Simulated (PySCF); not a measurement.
# Electric field gradients and quadrupole coupling constants

Compound: C₇H₁₂F₂O₂.
Cartesian coordinates in Å at the GFN2-xTB level; atoms count from 1:
```xyz
23
C7H12F2O2 angstrom
F      3.8439   -1.2563    0.5415
C      3.0847   -0.1512    0.7815
F      3.9215    0.8931    0.6900
O      2.1123   -0.0165   -0.1404
C      0.8993   -0.7409    0.1430
C      0.0472   -0.5967   -1.1217
C     -1.4473   -0.8044   -0.8763
C     -2.1484    0.4636   -0.3877
C     -1.8070    0.8230    1.0561
C     -0.3068    0.9622    1.3087
O      0.3400   -0.3095    1.3294
H      2.7179   -0.2236    1.8219
H      1.1520   -1.7956    0.3267
H      0.2249    0.3961   -1.5368
H      0.4196   -1.3234   -1.8432
H     -1.5908   -1.6081   -0.1520
H     -1.9083   -1.1130   -1.8162
H     -3.2288    0.3225   -0.4609
H     -1.8784    1.2947   -1.0437
H     -2.2912    1.7655    1.3179
H     -2.1864    0.0482    1.7250
H     -0.1404    1.3818    2.3053
H      0.1657    1.6155    0.5693
```

Field gradients from the PBE0/pcSseg-1 density (PySCF, non-relativistic), principal values in atomic units, ordered |Vxx| ≤ |Vyy| ≤ |Vzz|:

```json
{"atom": "O4", "Vxx": "-0.1334", "Vyy": "-1.6785", "Vzz": "1.8120"}
{"atom": "O11", "Vxx": "-0.1730", "Vyy": "-1.7558", "Vzz": "1.9287"}
```

Q: Find the asymmetry η = (Vxx − Vyy)/Vzz and the couplings χ = eQV/h (234.96 MHz × Q in barn × V in au), with Q(17O) = −0.0256 b.

A: 
| atom | environment | nucleus | η | χzz (MHz) | χxx (MHz) | χyy (MHz) |
| --- | --- | --- | --- | --- | --- | --- |
| O4 | ether oxygen | 17O | 0.85 | -10.90 | 0.80 | 10.10 |
| O11 | cyclic ether oxygen | 17O | 0.82 | -11.60 | 1.04 | 10.56 |

Q: What is Vzz at O4 in SI units (1 au = 9.71736 × 10²¹ V/m²)?

A: 1.8120 au = 17.608 × 10²¹ V/m².

Q: What couplings would deuterons (Q(2H) = 0.00286 b) have in place of the hydrogens, at this geometry?

A: 
| atom | bonded to | bond length (Å) | Vzz (au) | η | χzz (kHz) |
| --- | --- | --- | --- | --- | --- |
| H12 | C2 | 1.105 | 0.2529 | 0.02 | 170 |
| H13 | C5 | 1.100 | 0.2713 | 0.02 | 182 |
| H14 | C6 | 1.091 | 0.3021 | 0.02 | 203 |
| H15 | C6 | 1.090 | 0.3065 | 0.03 | 206 |
| H16 | C7 | 1.091 | 0.3036 | 0.03 | 204 |
| H17 | C7 | 1.091 | 0.3048 | 0.03 | 205 |
| H18 | C8 | 1.092 | 0.3041 | 0.02 | 204 |
| H19 | C8 | 1.093 | 0.3018 | 0.02 | 203 |
| H20 | C9 | 1.091 | 0.3055 | 0.03 | 205 |
| H21 | C9 | 1.092 | 0.3027 | 0.03 | 203 |
| H22 | C10 | 1.094 | 0.2928 | 0.06 | 197 |
| H23 | C10 | 1.094 | 0.2890 | 0.07 | 194 |

Isolated species at its GFN2-xTB geometry (one conformer only). GFN2-xTB bond lengths can be off by several hundredths of an ångström, more for odd bonds, and the gradients follow them. The small basis limits the accuracy of the gradients.

These values come from a run that also computed NMR shieldings. Time: 44 s of wall time. Hardware: one thread, x86-64 server, no GPU, shared host.
